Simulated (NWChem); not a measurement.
System: BSiNH₆O₂; SMILES OB(O)N[SiH3]

Here is an NWChem input.

```
start job
memory heap 200 mb stack 900 mb global 1100 mb
geometry units angstroms noautoz
  Si    -0.005641    -1.797841    -0.002094
  N     -0.751498    -0.214219    -0.002425
  B     -0.014574     1.009574    -0.000387
  O      1.349039     0.908947     0.000709
  O     -0.574982     2.262014     0.000729
  H      0.827394    -2.034460     1.213956
  H      0.844454    -2.025623    -1.207768
  H     -1.128240    -2.786001    -0.013149
  H     -1.763356    -0.185190    -0.002203
  H      1.771264     1.772621     0.001895
  H     -1.534726     2.264662     0.000078
end
basis spherical
  Si library 6-31g*
  N library 6-31g*
  B library 6-31g*
  O library 6-31g*
  H library 6-31g*
end
dft
  xc m06-2x
  grid coarse
  iterations 150
  mulliken
end
task dft gradient
```

Output (shortened):

```
             Northwest Computational Chemistry Package (NWChem) 7.3.0
             --------------------------------------------------------

 C1  symmetry detected

                             Geometry "geometry" -> ""
                             -------------------------

 Output coordinates in angstroms (scale by  1.889725989 to convert to a.u.)

  No.       Tag          Charge          X              Y              Z
 ---- ---------------- ---------- -------------- -------------- --------------
    1 Si                  14.0000     0.00821323    -1.81349540     0.00020461
    2 N                    7.0000    -0.74603751    -0.23385419    -0.00073310
    3 B                    5.0000    -0.01561711     0.99383315    -0.00022156
    4 O                    8.0000     1.34851116     0.90044424    -0.00014697
    5 O                    8.0000    -0.58266279     2.24328229     0.00039088
    6 H                    1.0000     0.84346632    -2.04475834     1.21576341
    7 H                    1.0000     0.85853877    -2.03768758    -1.20597958
    8 H                    1.0000    -1.10913434    -2.80760657    -0.00919298
    9 H                    1.0000    -1.75803481    -0.21019470     0.00028163
   10 H                    1.0000     1.76614754     1.76634720     0.00004054
   11 H                    1.0000    -1.54240754     2.24083702     0.00051075

 Effective nuclear repulsion energy (a.u.)     220.9628615403

                                 NWChem DFT Module
                                 -----------------

 Summary of "ao basis" -> "ao basis" (spherical)
 ------------------------------------------------------------------------------
       Tag                 Description            Shells   Functions and Types
 ---------------- ------------------------------  ------  ---------------------
 Si                          6-31g*                  8       18   4s3p1d
 N                           6-31g*                  6       14   3s2p1d
 B                           6-31g*                  6       14   3s2p1d
 O                           6-31g*                  6       14   3s2p1d
 H                           6-31g*                  2        2   2s

            General Information
            -------------------
          SCF calculation type: DFT
          Wavefunction type:  closed shell.
          No. of atoms     :    11
          No. of electrons :    48
           Alpha electrons :    24
            Beta electrons :    24
          Charge           :     0
          Spin multiplicity:     1
          Use of symmetry is: off; symmetry adaption is: off
          Maximum number of iterations: 150
          AO basis - number of functions:    86
                     number of shells:    44
          Convergence on energy requested:  1.00D-06
          Convergence on density requested:  1.00D-05
          Convergence on gradient requested:  5.00D-04

              XC Information
              --------------
                       M06-2X Method XC Functional
                     Hartree-Fock (Exact) Exchange  0.540
                        M06-2X Exchange Functional  1.000
                      M06-2X Correlation Potential  1.000

             Grid Information
             ----------------
          Grid used for XC integration:  coarse
          Radial quadrature: Mura-Knowles
          Angular quadrature: Lebedev.
          Tag              B.-S. Rad. Rad. Pts. Rad. Cut. Ang. Pts.
          ---              ---------- --------- --------- ---------
          Si                  1.10       70          10.0       302
          N                   0.65       35           8.0       302
          B                   0.85       35          10.0       302
          O                   0.60       35          12.0       302
          H                   0.35       35          12.0       302
          Grid pruning is: on
          Number of quadrature shells:   420
          Spatial weights used:  Erf1

      Superposition of Atomic Density Guess
      -------------------------------------

 Sum of atomic energies:        -520.13523396

      Non-variational initial energy
      ------------------------------

 Total energy =    -522.323864
 1-e energy   =   -1154.921640
 2-e energy   =     411.634914
 HOMO         =      -0.342668
 LUMO         =       0.046865

     ---------------------------------------------
      Total Density - Mulliken Population Analysis
     ---------------------------------------------

[...]

                         DFT ENERGY GRADIENTS

    atom               coordinates                        gradient
                 x          y          z           x          y          z
   1 Si      0.015521  -3.427009   0.000387   -0.001267   0.000977  -0.000033
   2 N      -1.409806  -0.441920  -0.001385    0.001270   0.003871  -0.000007
   3 B      -0.029512   1.878072  -0.000419    0.001148   0.001437  -0.000018
   4 O       2.548317   1.701593  -0.000278   -0.001796   0.004733   0.000000
   5 O      -1.101073   4.239189   0.000739   -0.002488  -0.003870   0.000003
   6 H       1.593920  -3.864033   2.297460    0.002157  -0.000792   0.003153
   7 H       1.622403  -3.850671  -2.278971    0.002181  -0.000766  -0.003079
   8 H      -2.095960  -5.305607  -0.017372   -0.002578  -0.002534  -0.000035
   9 H      -3.322204  -0.397210   0.000532   -0.000875   0.000066   0.000014
  10 H       3.337535   3.337912   0.000077   -0.001200  -0.003562  -0.000004
  11 H      -2.914728   4.234568   0.000965    0.003449   0.000439   0.000005
```

Level: M06-2X/6-31G* (spherical d). Structure relaxed at the PBE0/def2-SVP level.
